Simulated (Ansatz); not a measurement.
Al5As4H16⁻, a cluster cut from zinc blende AlAs (hydrogen-capped), relaxed as a singlet with RKS PBE-D4/def2-SVP in Ansatz, starting from the GFN2-xTB geometry. Force threshold 0.03 eV/Å.

Start:

```xyz
25

Al   -3.1938   -0.7401   -0.5495
Al    0.7689    0.0053   -3.2354
Al   -0.0766    0.4702    0.0281
Al   -0.7570   -0.0983    3.1989
Al    3.1831    0.6432    0.5283
As   -1.1000   -0.7658   -1.8359
As   -2.8778   -0.5646    1.9358
As    2.8706    0.5291   -1.9624
As    1.3404   -0.2004    1.9214
H    -3.8250   -2.1950   -0.6574
H    -4.0771    0.5037   -0.9567
H     1.2538   -1.2494   -4.0811
H     0.3711    1.3315   -3.9969
H    -1.3467    1.2565    0.7155
H     0.7822    1.6544   -0.7215
H    -0.9487    1.3295    3.8452
H    -0.7364   -1.3662    4.1606
H     3.4734    2.1606    0.8542
H     4.3663   -0.4058    0.7011
H    -1.4923    0.7237   -1.9969
H    -3.3347   -1.9287    2.4653
H    -1.6690   -1.2871    1.2854
H     3.8536   -0.5572   -2.4160
H     2.0594   -0.5801   -1.2427
H     1.1123    1.3309    2.0128
```

```json
{"step": "1", "energy (eV)": "-276518.8557", "largest force component (eV/Å)": "1.179", "SCF passes": "19"}
{"step": "2", "energy (eV)": "-276519.4863", "largest force component (eV/Å)": "0.392", "SCF passes": "19"}
{"step": "3", "energy (eV)": "-276519.8544", "largest force component (eV/Å)": "0.377", "SCF passes": "20"}
{"step": "4", "energy (eV)": "-276520.1568", "largest force component (eV/Å)": "0.366", "SCF passes": "18"}
{"step": "5", "energy (eV)": "-276520.4592", "largest force component (eV/Å)": "0.376", "SCF passes": "19"}
{"step": "6", "energy (eV)": "-276520.7373", "largest force component (eV/Å)": "0.493", "SCF passes": "18"}
{"step": "7", "energy (eV)": "-276521.0119", "largest force component (eV/Å)": "0.394", "SCF passes": "18"}
{"step": "8", "energy (eV)": "-276521.1994", "largest force component (eV/Å)": "0.369", "SCF passes": "17"}
{"step": "9", "energy (eV)": "-276521.4044", "largest force component (eV/Å)": "0.247", "SCF passes": "18"}
{"step": "10", "energy (eV)": "-276521.5488", "largest force component (eV/Å)": "0.172", "SCF passes": "18"}
{"step": "11", "energy (eV)": "-276521.6311", "largest force component (eV/Å)": "0.225", "SCF passes": "18"}
{"step": "12", "energy (eV)": "-276521.7296", "largest force component (eV/Å)": "0.067", "SCF passes": "18"}
{"step": "13", "energy (eV)": "-276521.7762", "largest force component (eV/Å)": "0.089", "SCF passes": "18"}
{"step": "14 (rejected)", "energy (eV)": "-276521.7406", "largest force component (eV/Å)": "0.358", "SCF passes": "19"}
{"step": "15", "energy (eV)": "-276521.7980", "largest force component (eV/Å)": "0.059", "SCF passes": "19"}
{"step": "16", "energy (eV)": "-276521.8097", "largest force component (eV/Å)": "0.048", "SCF passes": "19"}
{"step": "17", "energy (eV)": "-276521.8232", "largest force component (eV/Å)": "0.091", "SCF passes": "19"}
{"step": "18", "energy (eV)": "-276521.8374", "largest force component (eV/Å)": "0.186", "SCF passes": "18"}
{"step": "19", "energy (eV)": "-276521.8414", "largest force component (eV/Å)": "0.275", "SCF passes": "19"}
{"step": "20", "energy (eV)": "-276521.8465", "largest force component (eV/Å)": "0.203", "SCF passes": "20"}
{"step": "21", "energy (eV)": "-276521.8525", "largest force component (eV/Å)": "0.010", "SCF passes": "20"}
{"step": "22", "energy (eV)": "-276521.8536", "largest force component (eV/Å)": "0.016", "SCF passes": "19"}
```

Force components are those of the run's own axes.

End:

```
atom   x (Å)   y (Å)   z (Å)
 Al1  -2.894  -0.856  -0.735
 Al2   0.522  -0.213  -3.051
 Al3  -0.547   2.653  -0.063
 Al4  -0.428  -0.258   3.066
 Al5   2.990   0.391   0.748
 As6  -1.258   0.807  -1.628
 As7  -1.540  -1.658   1.260
 As8   2.086  -0.971  -1.198
 As9   0.821   1.310   1.577
 H10  -3.112  -2.116  -1.719
 H11  -4.184  -0.144  -0.081
 H12   0.023  -1.528  -3.841
 H13   1.369   0.902  -3.849
 H14  -1.849   3.241   0.687
 H15   0.422   3.672  -0.854
 H16  -1.652   0.466   3.824
 H17   0.545  -1.234   3.905
 H18   3.905   1.522   0.054
 H19   3.672  -0.640   1.785
 H20  -2.106   1.540  -2.672
 H21  -2.375  -2.726   1.970
 H22  -0.485  -2.624   0.722
 H23   3.284  -1.649  -1.867
 H24   1.493  -2.254  -0.616
 H25   1.298   2.366   2.579
```

By distances, no bond broke or formed. The bond that changes most is Al3–As9, from 2.46 to 2.52 Å (atoms count from 1).

The force fell under the threshold at step 21, but the optimiser went on. No frequencies were taken in this run, so the end may be a saddle point.

It took 95 s on 2 threads of AMD EPYC 7R13 on a shared host and a share (18 GiB) of an NVIDIA H100 80GB HBM3, peak host memory 0.97 GiB.
